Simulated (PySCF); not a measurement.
Theory: core-valence-separated Tamm–Dancoff BHandHLYP/aug-pcX-1 (pcseg-1 on H) in PySCF, non-relativistic, gas phase, PBE0-D3(BJ)/def2-SVP geometry. No empirical shift is added; at this level the pattern usually sits a few eV under experiment.

Main lines of an unknown, eV (oscillator strength): C K: 284.3 (0.059), 284.6 (0.064), 286.2 (0.023), 286.5 (0.013), 286.5 (0.033); N K: 398.0 (0.058), 400.7 (0.038), 401.0 (0.021). Listed: the first five lines at most of each edge with a tenth or more of its strongest line's intensity; roots within 0.03 eV on the same or equivalent atoms are summed. Only the lowest roots were sought, and the top ones are left out.

Task: Which candidate gives them?
A. `N(=C/[C@H](F)C#N)/C`
B. `CC1=CN=C(F)N1`

Result: B. 

- `Cc1cnc(F)[nH]1`: C K: 284.3 (0.059), 284.6 (0.064), 286.2 (0.023), 286.5 (0.013), 286.5 (0.033); N K: 398.0 (0.058), 400.7 (0.038), 401.0 (0.021). First C line listed at 284.3 eV, hole on the aromatic CH next to a ring nitrogen (1s→π*); first N line listed at 398.0 eV, hole on the pyridine-type nitrogen.
- `C/N=C\[C@H](F)C#N`: C K: 283.1 (0.064), 283.7 (0.054), 284.0 (0.064), 286.4 (0.011), 287.0 (0.017); N K: 396.1 (0.063), 396.9 (0.064), 397.5 (0.063), 402.0 (0.008). First C line listed at 283.1 eV, hole on the imine carbon (1s→π*); first N line listed at 396.1 eV, hole on the imine nitrogen.

One conformer each; other structures than these candidates weren't tested.
